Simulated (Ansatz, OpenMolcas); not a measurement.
# How methods differ on C2H4GaN (SMILES N=C=[CH][GaH2])

C2H4GaN: 8 atoms, total charge 0, spin state singlet. SMILES: `N=C=[CH][GaH2]`. The coordinates come from a PBE0-D4/def2-TZVP relaxation.

Quantity: the vertical ionisation energy (to the doublet cation), in eV. The values are calculated.

```json
{"level": "revPBE/def2-SVP", "kind": "GGA", "program": "Ansatz", "value (eV)": "9.03", "CPU time (all runs)": "31 s"}
{"level": "M06-L/def2-SVP", "kind": "meta-GGA", "program": "OpenMolcas", "value (eV)": "9.14", "CPU time (all runs)": "2.4 min"}
{"level": "r2SCAN/def2-SVP", "kind": "meta-GGA", "program": "Ansatz", "value (eV)": "9.11", "CPU time (all runs)": "48 s"}
{"level": "M06-2X/def2-SVP", "kind": "hybrid meta-GGA", "program": "OpenMolcas", "value (eV)": "9.30", "CPU time (all runs)": "2 min"}
{"level": "PBE0/def2-SVP", "kind": "global hybrid", "program": "OpenMolcas", "value (eV)": "9.16", "CPU time (all runs)": "89 s"}
{"level": "CAM-B3LYP/def2-SVP", "kind": "range-separated hybrid", "program": "Ansatz", "value (eV)": "9.16", "CPU time (all runs)": "31 s"}
{"level": "B2PLYP/def2-SVP", "kind": "double hybrid", "program": "Ansatz", "value (eV)": "9.04", "CPU time (all runs)": "48 s"}
{"level": "MP2/def2-SVP", "kind": "perturbation theory", "program": "Ansatz", "value (eV)": "9.24", "CPU time (all runs)": "15 s"}
```

All-electron rows without a relativistic Hamiltonian named are non-relativistic. The values span 9.03 to 9.30 eV. Spin contamination of the reference (⟨S²⟩ at least 0.1 too high) touches MP2/def2-SVP (up to 0.16 too high). In the correlated wave-function rows the outer d shell of Ga is correlated, in sets not made for it. CPU times are rough (shared hosts, several kinds of processor and program).
